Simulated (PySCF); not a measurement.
Gas-phase reaction: SnH3F + H2 ⇌ SnH4 + HF

Computed with PySCF and rigid-rotor harmonic-oscillator thermochemistry at 1 bar. † marks an energy on the PBE0/def2-TZVP geometry and frequencies; other levels use their own. MP2 freezes the core. All species are closed-shell singlets. Sn: scalar-relativistic def2 core potential, no spin-orbit coupling. SnH3F: computed as isolated molecules; such fragments, hydroxides, amides, oligomers or adducts are transient or little studied in the gas. MP2 isn't extrapolated to the basis-set limit; its ΔH°(298 K) is 41.0 kJ in def2-SVP and 36.7 kJ in def2-TZVPP. The harmonic model lacks anharmonicity and excited electronic states, which grow with temperature; levels with a mode under 35 cm⁻¹ are left out.

```tsv
level	ΔE electronic, kJ	ΔH°(298 K), kJ	ΔS°(298 K), J/K	ΔG°(1400 K), kJ
M06-2X/def2-TZVP†	59	67	7	64
MP2/def2-SVP†	33	41	7	38
MP2/def2-TZVPP†	29	37	7	34
PBE/def2-SVP	40	47	7	44
PBE0/def2-QZVP†	28	36	7	33
PBE0/def2-SVP†	24	32	7	29
PBE0/def2-TZVP	32	39	7	37
LDA/def2-TZVP†	25	33	7	31
ωB97X-V/def2-TZVP†	43	51	7	48
```
ΔH° is lowest at PBE0/def2-SVP† and highest at M06-2X/def2-TZVP†. No reference value is set beside these.
